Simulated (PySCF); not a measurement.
## Highest orbital energy against ionisation energy along the third row

Calculated with PySCF 2.14, no spin-orbit coupling. Each cell gives −ε(HOMO) / ΔSCF in eV; NIST values include spin-orbit coupling, (s) semi-empirical, (t) theoretical.

```
                            species              UHF              LDA              PBE             PBE0           r2SCAN  NIST (lowest levels)
Mg⁺ (def2-QZVPPD, non-relativistic)  14.738 / 14.723  11.982 / 15.347  11.898 / 15.336  12.707 / 15.232  12.043 / 15.015                15.035
Al⁺ (def2-QZVPPD, non-relativistic)  17.750 / 17.521  14.892 / 18.896  14.784 / 18.758  15.738 / 18.653  14.935 / 18.379                18.829
Si⁺ (def2-QZVPPD, non-relativistic)  16.224 / 15.846  12.082 / 16.371  12.201 / 16.412  13.344 / 16.437  12.574 / 16.538                16.346
 P⁺ (def2-QZVPPD, non-relativistic)  19.735 / 19.169  14.920 / 19.824  14.985 / 19.783  16.332 / 19.820  15.415 / 19.947            19.769 (s)
 S⁺ (def2-QZVPPD, non-relativistic)  23.467 / 22.723  17.894 / 23.405  17.920 / 23.314  19.491 / 23.382  18.468 / 23.507                23.338
Cl⁺ (def2-QZVPPD, non-relativistic)  23.656 / 22.593  18.348 / 23.978  18.369 / 23.844  19.951 / 23.839  18.716 / 23.803                23.814
Ar⁺ (def2-QZVPPD, non-relativistic)  27.631 / 26.369  21.599 / 27.828  21.546 / 27.591  23.341 / 27.605  21.986 / 27.656                27.630
```

**Question.** How far is −ε(HOMO) from ΔSCF on average for each method, and why?

**Answer.** UHF 0.61 eV; LDA -4.85 eV; PBE -4.76 eV; PBE0 -3.44 eV; r2SCAN -4.39 eV. Hartree-Fock orbital energies lack relaxation and so exceed the ΔSCF value; semilocal functionals have convex E(N) from self-interaction, so their HOMO lies far too high; exact exchange moves hybrids part of the way back.
